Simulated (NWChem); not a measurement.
System: C2H2BrCl; SMILES C(/Br)=C/Cl

NWChem printed, in part:

```
             Northwest Computational Chemistry Package (NWChem) 7.3.0
             --------------------------------------------------------

                             Geometry "geometry" -> ""
                             -------------------------

 Output coordinates in angstroms (scale by  1.889725989 to convert to a.u.)

  No.       Tag          Charge          X              Y              Z
 ---- ---------------- ---------- -------------- -------------- --------------
    1 Cl                  17.0000     0.56016400    -2.09504100     0.00000000
    2 C                    6.0000    -0.97440000    -1.31060700     0.00000000
    3 C                    6.0000    -1.16509900     0.02139900     0.00000000
    4 Br                  35.0000     0.21035600     1.30143400     0.00000000
    5 H                    1.0000    -1.83812700    -1.99357200     0.00000000
    6 H                    1.0000    -2.18156700     0.44049800     0.00000000

 Effective nuclear repulsion energy (a.u.)     282.5373088501

                              NWChem Property Module
                              ----------------------

  itol2e modified to match energy
  convergence criterion.

                                 NWChem DFT Module
                                 -----------------

 Summary of "ao basis" -> "ao basis" (spherical)
 ------------------------------------------------------------------------------
       Tag                 Description            Shells   Functions and Types
 ---------------- ------------------------------  ------  ---------------------
 Cl                          6-31g*                  8       18   4s3p1d
 C                           6-31g*                  6       14   3s2p1d
 Br                          6-31g*                 12       32   5s4p3d
 H                           6-31g*                  2        2   2s

  itol2e modified to match energy
  convergence criterion.

[...]

          -----------------------
          Electric field gradient
          -----------------------

 1 a.u. = 0.324123 10**(16) esu/cm**3  ( or statvolts/cm**2 ) = 0.97174 10**(22) v/m**2

 ------------------------------------------------------------
   Atom      X         Y         Z
 ------------------------------------------------------------
    1 Cl   1.05856  -3.95905   0.00000
 ------------------------------------------------------------

 Electric field gradient in molecular frame (a.u.)
         XX             YY             ZZ             XY             XZ             YZ
 ------------------------------------------------------------------------------------------
       -2.458955       0.832299       1.626656       2.404275       0.000000       0.000000

 Principal components (a.u.) and orientation
 of principal axis w.r.t. absolute frame                      Asymmetry parameter eta
 --------------------------------------------------------------------------------------
       -3.726853       2.100196       1.626656                       0.127062

        0.884540       0.466464      -0.000000
       -0.466464       0.884540      -0.000000
       -0.000000       0.000000       1.000000

 ------------------------------------------------------------
   Atom      X         Y         Z
 ------------------------------------------------------------
    2 C   -1.84135  -2.47669   0.00000
 ------------------------------------------------------------

 Electric field gradient in molecular frame (a.u.)
         XX             YY             ZZ             XY             XZ             YZ
 ------------------------------------------------------------------------------------------
       -0.159511       0.193263      -0.033752       0.182894       0.000000       0.000000

 Principal components (a.u.) and orientation
 of principal axis w.r.t. absolute frame                      Asymmetry parameter eta
 --------------------------------------------------------------------------------------
        0.270968      -0.237216      -0.033752                       0.750878

        0.391032       0.920377      -0.000000
        0.920377      -0.391032      -0.000000
        0.000000       0.000000       1.000000

 ------------------------------------------------------------
   Atom      X         Y         Z
 ------------------------------------------------------------
    3 C   -2.20172   0.04044   0.00000
 ------------------------------------------------------------

 Electric field gradient in molecular frame (a.u.)
         XX             YY             ZZ             XY             XZ             YZ
 ------------------------------------------------------------------------------------------
       -0.034339       0.060251      -0.025912      -0.242685       0.000000       0.000000

 Principal components (a.u.) and orientation
 of principal axis w.r.t. absolute frame                      Asymmetry parameter eta
 --------------------------------------------------------------------------------------
        0.260207      -0.234295      -0.025912                       0.800838

       -0.635892       0.771778       0.000000
        0.771778       0.635892       0.000000
        0.000000      -0.000000       1.000000

 ------------------------------------------------------------
   Atom      X         Y         Z
 ------------------------------------------------------------
    4 Br   0.39752   2.45935   0.00000
 ------------------------------------------------------------

[...]
```

Level: CAM-B3LYP/6-31G* (spherical d). Geometry: optimised at PBE-D3(BJ)/def2-SVP. NWChem prints the field gradient with the sign opposite to the second derivative of the potential.

Which NWChem input produces such a log?

This is not unique; one that fits is the input that was run:
```
start job
memory heap 200 mb stack 900 mb global 1100 mb
geometry units angstroms noautosym nocenter noautoz
  Cl     0.560164    -2.095041     0.000000
  C     -0.974400    -1.310607     0.000000
  C     -1.165099     0.021399     0.000000
  Br     0.210356     1.301434     0.000000
  H     -1.838127    -1.993572     0.000000
  H     -2.181567     0.440498     0.000000
end
basis spherical
  Cl library 6-31g*
  C library 6-31g*
  Br library 6-31g*
  H library 6-31g*
end
dft
  xc xcamb88 1.00 lyp 0.81 vwn_5 0.19 hfexch 1.00
  cam 0.33 cam_alpha 0.19 cam_beta 0.46
  iterations 150
end
property
  efieldgrad
end
task dft property
```
